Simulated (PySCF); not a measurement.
Cl3OSi, multiplicity 2. Atoms are numbered in the order given.

```xyz
5

O     -0.2705    -1.9155     0.0000
Si    -0.0092    -0.2634     0.0000
Cl     1.0159     0.3220     1.6477
Cl    -1.8970     0.4744     0.0000
Cl     1.0159     0.3220    -1.6477
```
Charge 0, spin multiplicity 2.

Geometry optimised at ωB97X-D3(BJ)/def2-SVP. The isomer is the one that the SMILES or the coordinates give; other isomers of the formula were not compared.

Level of theory: SMD-B3LYP/def2-SVP (PySCF).

Solvation free energies are E(SMD) − E(gas) at the gas-phase geometry, for 1 M in both phases. In vacuum the dipole moment is 0.95 D.

Computed solvation free energies in water, n-hexane, ethanol:
```csv
solvent,ΔG(solv) (kcal/mol),its non-electrostatic (CDS) part,dipole (D)
water,-0.4,1.1,1.19
n-hexane,-3.5,-3.3,0.99
ethanol,-3.0,-1.7,1.16
```
